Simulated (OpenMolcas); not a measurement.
**Yb4+: from CASSCF to CASPT2**

```
Program             : OpenMolcas 26.06
Basis               : ANO-R2 [8s6p4d3f1g]
Scalar Hamiltonian  : X2C, finite nucleus
Active space        : 12 electrons in 7 orbitals (4f)
State averaging     : 2S+1 = 3 even, 21 roots (18 in the spin-orbit step); 2S+1 = 1 even, 28 roots (9 in the spin-orbit step)
Spin-orbit coupling : state interaction with AMFI integrals over the reference wave functions, term energies averaged over their components
```

Methods on the same reference wave functions:
A. CASSCF
B. SS-CASPT2, IPEA 0.25 Eh, imaginary shift 0.1 Eh (closed shells correlated: 5s 5p)

Energies in cm-1 above 4f12 3H6, the measured ground level; measured values from the list in Tchang-Brillet, Wyart, Meftah and Ait Mammar, Atoms 6, 52 (2018).

| Level | A | B | Measured |
| --- | --- | --- | --- |
| 4f12 3H6 | 0.0 | 0.0 | 0.0 |
| 4f12 3F4 [55 %] | 6976 | 6120 |  |
| 4f12 3H5 | 9340 | 9340 | 9580 |
| 4f12 3H4 [57 %] | 14844 | 14390 | 14405 |
| 4f12 3F3 | 17945 | 16570 | 16372 |
| 4f12 3F2 | 22615 | 21240 |  |

Deviations, from unrounded energies. A percentage is the sum of absolute deviations over the sum of measured energies, with the sign that they share, or ± where signs differ.

```csv
Against measurement,Levels,A,B
mean absolute deviation (cm-1),3,750,150
fine structure of the ground term (%),2,±2.8,-1.0
other terms of the ground configuration (%),1,+9.6,+1.2
```

B lies closest to measurement on these levels. The largest miss of B in the table is 4f12 3H5, by -240 cm-1. The ranking rests on the paired levels alone, and a cruder setting can come out closer through cancelling errors.

The lowest spin-free term lies below A's lowest term by 0.850 hartree in B.

Term energies are means over components that CASPT2 splits; among the terms shown or strongly mixed into the levels shown the widest spread is 370 cm-1 (4f12 1G, B). Some high roots are left out of the spin-orbit mixing, which shifts the levels that they would mix with. Without dynamic correlation excited terms often stand tens of per cent too high (terms of higher spin than the ground term too low), and those without a measured partner can miss by more than the paired ones (holds for A). Computed and measured levels are paired by configuration, term and J; levels that our copy of the source lacks, or whose pairing is in doubt (as where it misses far off the trend of its configuration), stay unpaired and out of the deviations. Levels of configurations outside the active space are missing. Levels that lie high or do not pair safely by name in every column are left out.

A share in square brackets marks a mixed level and gives the weight of the term that names it, the lowest over the columns.
